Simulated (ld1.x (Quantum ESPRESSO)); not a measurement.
## tin (Sn): excitation energies, all-electron against TM

| Property | Result |
| --- | --- |
| Element | tin (Sn) |
| Generator | ld1.x (Quantum ESPRESSO) 7.5 |
| Type | norm-conserving Troullier–Martins (Kleinman–Bylander form) |
| Functional | PBE |
| Relativity | scalar-relativistic |
| Frozen core | [Kr] |
| Valence charge | 14 |
| Reference configuration | 4d10 5s2 5p2 |
| Partial waves | 5s (bound): rc 1.50 bohr; 5p (bound): rc 2.30 bohr; 4d (bound): rc 1.35 bohr |
| Local potential | all-electron potential smoothed inside 1.10 bohr (lloc = -1) |
| Core correction | a·sin(br)/r model core, default radius (core density twice the valence density) |

Energies are relative to the spin-unpolarised reference configuration 4d10 5s2 5p2; without spin polarisation the order of configurations can differ from experiment. The frozen-core shift is the all-electron ΔE with the core orbitals held at their reference shape minus the fully relaxed ΔE.

| valence configuration | charge | ΔE all-electron (eV) | error AE − PS (meV) | frozen-core shift (meV) |
| --- | --- | --- | --- | --- |
| 4d10 5s2 5p1 | +1 | 6.875 | -1.4 | +1.3 |
| 4d10 5s1 5p0 | +3 | 51.798 | -11 | +15 |
| 4d10 5s0 5p4 | 0 | 14.186 | -14 | +2.6 |
| 4d10 5s0 5p0 | +4 | 92.924 | -52 | +41 |
| 4d10 5s2 5p2.3 | -0.3 | -0.849 | +0.2 | -0.2 |
| 4d10 5s1 5p3 | 0 | 6.978 | -3.3 | +0.8 |

What are ΔE and the potential's error for 4d10 5s2 5p0?

ΔE = 20.827 eV all-electron; the error (AE − PS) is -8.6 meV.

Levels in the configuration 4d10 5s0 5p0:

| level | all-electron (eV) | pseudo (eV) |
| --- | --- | --- |
| 4d | -67.686 | -67.556 |

A variational frozen-core shift is positive and of second order in the change. This column holds negative values, so the frozen-core run of ld1.x carries numerical noise or an error of first order here, and the column gives no more than the rough size of the effect.

Note: ghost states, extra bound levels that the all-electron valence spectrum of the same l lacks: s at -185.8 eV, p at -103.1 eV. A true bound ghost makes a file unfit for plane-wave use.
